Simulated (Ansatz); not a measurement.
`[SH][GeH]([Cl])[Cl]` + H₂Se → `[Cl][GeH]([Cl])[SeH]` + H₂S at 600 K and 1 bar (ligand exchange at a Ge–S bond).

Program: Ansatz. Geometries: PBE0-D4/def2-TZVP. ΔE: electronic, gas phase. CCSD(T)/CBS adds triple-zeta CCSD(T) − MP2 to the extrapolated MP2 energy (def2 sets, frozen cores). This one scheme is used for every species. For Ge, Se outer-core shells are correlated without core-valence functions, which leaves a few kJ/mol of doubt a bond. Scalar relativity is left out up to krypton. Each species was taken in one conformer, which may not be the lowest.

```tsv
species	CCSD(T)/CBS energy (Eh)	H − E (kJ/mol)	S (J/(mol·K))
`[SH][GeH]([Cl])[Cl]`	-3394.75336	104.3	425.6
H₂Se	-2401.89790	57.0	244.8
`[Cl][GeH]([Cl])[SeH]`	-5397.68334	102.3	440.0
H₂S	-398.97279	60.8	230.9
```

H − E and S are ideal-gas, rigid-rotor, harmonic terms from PBE0-D4/def2-TZVP, for one conformer and one mirror image of each species. 1 Eh = 2625.50 kJ/mol, R = 8.31446 J/(mol·K).

**Question.** By hand: ΔE, ΔH, ΔS and ΔG.

**Answer.** ΔE = (-5397.68334) + (-398.97279) − (-3394.75336) − (-2401.89790) = -0.00487 Eh = -12.8 kJ/mol. Δ(H − E) = 102.3 + 60.8 − 104.3 − 57.0 = 1.8, so ΔH = -11.0 kJ/mol. ΔS = 440.0 + 230.9 − 425.6 − 244.8 = 0.5 J/(mol·K). ΔG = -11.0 − 600 × (0.5)/1000 = -11.3 kJ/mol.

**Question.** By hand: the equilibrium constant, and the temperature at which ΔG would vanish if ΔH and ΔS stayed fixed.

**Answer.** log₁₀ K = −ΔG/(RT ln 10) = 1.0. ΔH and −TΔS have one sign here, so there is no such temperature.

The number of gas molecules stays the same, so ΔS is small and ΔH decides. A doubt of 5 kJ/mol in ΔE shifts log₁₀ K by 0.4 here. Other conformers and mirror images would add mixing entropy, several J/(mol·K) or more a flexible species. These are equilibria of isolated gas molecules and say nothing of rates. Largest T1 diagnostic: 0.010 (customary marks: 0.02 for closed shells, 0.045 for open ones).

ΔS is within the doubt of such terms, so its sign, and with it that verdict, could turn.
